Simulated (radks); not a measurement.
Results of a calculation; reference values are marked as such.
How relativity changes the ionisation of the phosphorus ion P9+ ([He] 2s2 2p2) to P10+ ([He] 2s2 2p1). Spin-unpolarised spherical Kohn-Sham, PBE, point nucleus unless stated (finite: rms radius 3.1889 fm), a radial shooting solver on a logarithmic mesh with Libxc functionals. A level marked "c x" has the speed of light scaled by that factor and shares open shells by 2j + 1; other Dirac levels either fill j = l - 1/2 first or share by 2j + 1.

| level | E(P9+) (hartree) | E(P10+) (hartree) | IE (eV) | HOMO | <r> HOMO (bohr) |
|---|---|---|---|---|---|
| non-rel. | -291.49795 | -276.02475 | 421.05 | 2p | 0.4117 |
| scalar-rel. | -292.31700 | -276.82983 | 421.43 | 2p | 0.4110 |
| scalar-rel., finite nucleus | -292.31672 | -276.82955 | 421.43 | 2p | 0.4110 |
| Dirac, 2j+1 shares | -292.31725 | -276.82996 | 421.43 | 2p3/2 | 0.4115 |
| Dirac, low j first | -292.37996 | -276.86377 | 422.22 | 2p1/2 | 0.4100 |
| Dirac, 2j+1 shares, finite nucleus | -292.31697 | -276.82968 | 421.43 | 2p3/2 | 0.4115 |
| Dirac, c x 0.75 | -292.96127 | -277.46295 | 421.73 | 2p3/2 | 0.4114 |
| Dirac, c x 1.25 | -292.02118 | -276.53898 | 421.29 | 2p3/2 | 0.4116 |
| Dirac, c x 3 | -291.58850 | -276.11375 | 421.09 | 2p3/2 | 0.4116 |

NIST Atomic Spectra Database: 424.4 eV (semi-empirical). The relativistic part of the total energy of P9+ is -0.819 hartree (Dirac, 2j+1 shares, finite nucleus), 0.28 % of the non-relativistic value. Spin polarisation and multiplet splitting of open shells are left out at every level.

Beside tabulated values, note that spin-unpolarised runs miss the spin-polarisation part of the exchange energy of open shells.
